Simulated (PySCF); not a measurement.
B(F)2(NMe2) (C₂H₆BF₂N), SMILES FB(N(C)C)F.

Geometry: B3LYP-D3(BJ)/def2-SVP. One conformer was computed; it need not be the lowest.

Method: TDDFT-M06-2X/def2-SVPD (PySCF).

Vertical excitations.  State labels are in the subgroup C2v.

| state | symmetry | energy (eV) | λ (nm) | f | main pairs |
|---|---|---|---|---|---|
| S1 | B1 | 6.70 | 185 | 0.002 | HOMO→LUMO 94 % |
| S2 | B1 | 7.85 | 158 | 0.046 | HOMO→LUMO+1 96 % |
| S3 | A2 | 7.97 | 155 | 0.000 | HOMO→LUMO+2 96 % |
| S4 | A1 | 8.32 | 149 | 0.282 | HOMO→LUMO+3 96 % |
| S5 | B1 | 8.69 | 143 | 0.001 | HOMO→LUMO+4 86 % |
| S6 | B1 | 9.41 | 132 | 0.000 | HOMO→LUMO+7 50 %, HOMO→LUMO+8 39 % |
| S7 | A2 | 9.44 | 131 | 0.000 | HOMO→LUMO+5 82 % |
| S8 | A1 | 9.52 | 130 | 0.000 | HOMO→LUMO+6 91 % |
| S9 | A1 | 10.06 | 123 | 0.070 | HOMO→LUMO+9 88 % |
| S10 | B1 | 10.07 | 123 | 0.013 | HOMO→LUMO+8 51 %, HOMO→LUMO+7 42 % |
| T1 | B1 | 6.66 | 186 | 0 | HOMO→LUMO 92 % |
| T2 | A1 | 6.92 | 179 | 0 | HOMO→LUMO+3 69 %, HOMO→LUMO+6 17 % |
| T3 | B1 | 7.84 | 158 | 0 | HOMO→LUMO+1 95 % |
| T4 | A2 | 7.95 | 156 | 0 | HOMO→LUMO+2 94 % |
Triplets are in the Tamm–Dancoff approximation, which puts them higher than full response would, so one can lie above its singlet here.
